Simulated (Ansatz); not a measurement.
Job for Ansatz (an electronic-structure program): R-HF/def2-TZVPP on CdH2 (SMILES [CdH2]), atoms moved off the minimum. Elements past Kr take the def2 small-core potentials; no spin–orbit coupling.

Ansatz 0.2 input:
```yaml
crystal:
  periodic: [false, false, false]
  atoms:
    - {symbol: Cd, position_ang: [0.14286907, 0.07482264, 0.02909844]}
    - {symbol: H, position_ang: [0.06179763, 0.12056083, 1.79908402]}
    - {symbol: H, position_ang: [0.01870419, 0.04992335, -1.74557255]}
basis:
  gaussian:
    orbitals: def2-TZVPP
hamiltonian:
  xc: {name: HF}
scf: {lower_state_search: off}
output: {forces: true}
```

It printed:

```
WARN ansatz: RAYON_NUM_THREADS=1 ignored (pool sized by the plan → 1); use --threads N
Functional definition: HF
these checks for a lower state are left out or cut short: stability, starts, cluster_reference, orbital_swaps, neighbouring_geometries, increment
integrals: 0.01 GiB planned
634 factors; their error is unknown
mean field: 0.11 GiB planned
mean field evaluation 1: about -4570.4606 eV, gradient 1.0e1 eV
mean field evaluation 2: about -4570.8176 eV, gradient 4.9e0 eV
mean field evaluation 4: about -4570.8723 eV, gradient 1.8e-1 eV
mean field evaluation 8: about -4571.1715 eV, gradient 1.2e0 eV
mean field evaluation 16: about -4570.7563 eV, gradient 1.0e1 eV
mean field -4571.17250071 eV, -167.9874909490 hartree, gradient 2.0e-6 eV, S^2 0.000000; 0 other end points of the search recorded, 0 dependent functions left out
the calculation of the forces begins
reference -4571.17250071 eV, -167.9874909490 hartree; 11, 11 occupied and 73, 73 virtual orbitals, 634 factors
Total energy: -4571.17250071 eV, -167.9874909490 hartree
Atom 0 at     0.142869     0.074823     0.029098 Å, force    -0.304636     0.029865    -0.057350 eV/Å
Atom 1 at     0.061798     0.120561     1.799084 Å, force     0.142517    -0.028458    -0.657531 eV/Å
Atom 2 at     0.018704     0.049923    -1.745573 Å, force     0.162120    -0.001407     0.714882 eV/Å
Dipole moment:     0.076854    -0.007781     0.002811 e Å
Checks for a lower state left out: stability, starts, cluster_reference, orbital_swaps, neighbouring_geometries, increment
```

Self-consistency was reached.

Cost: around 0.8 core-seconds (rough).
